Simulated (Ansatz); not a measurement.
`C=CS[SiH3]` + `CO[SiH2]Cl` → `CO[SiH]([SiH3])Cl` + `C=CS`  (formal exchange of groups at the Si–S bond)

Isolated molecules relaxed with PBE0-D4/def2-TZVP in Ansatz; ΔE leaves out vibrations. CCSD(T)/CBS is the MP2 limit (def2-TZVPP, def2-QZVPP) plus CCSD(T) − MP2 in def2-TZVPP, frozen cores. This one scheme is used for every species. DFT in def2-TZVPP. Each species was taken in one conformer, which may not be the lowest.

Is it downhill or uphill in electronic energy at CCSD(T)/CBS, and by how much? (An estimate is asked.)

Ansatz gave: Uphill: ΔE = +58.4 kJ/mol.

What do these levels give: LDA (SPW92), revPBE-D4, PBE0-D4, r2SCAN0-D4, ωB97X-V, B2PLYP, PBE-QIDH, BLYP, r2SCANh, CCSD(T)/def2-SVP, MP2/def2-TZVPP, CCSD/def2-TZVPP? (Best estimate.)

The calculation gave: LDA (SPW92) 44.0, revPBE-D4 46.7, PBE0-D4 49.4, r2SCAN0-D4 56.2, ωB97X-V 54.4, B2PLYP 58.8, PBE-QIDH 58.6, BLYP 50.0, r2SCANh 55.0, CCSD(T)/def2-SVP 53.4, MP2/def2-TZVPP 66.9, CCSD/def2-TZVPP 57.1 kJ/mol.

Largest T1 diagnostic among the species: 0.012.

Leaving LDA and LC-ωPBE aside and taking each functional with its dispersion term where it has one, the values, not all of them listed here, spread over 14.9 kJ/mol, from PBE-D4 to ωB97M-V. From PBE to PBE0 (25 % exact exchange), in def2-TZVPP and without D4, ΔE moves by +4.9 kJ/mol. At CCSD(T), def2-SVP lies −5.0 kJ/mol from the extrapolated value and def2-TZVPP −1.5 kJ/mol.
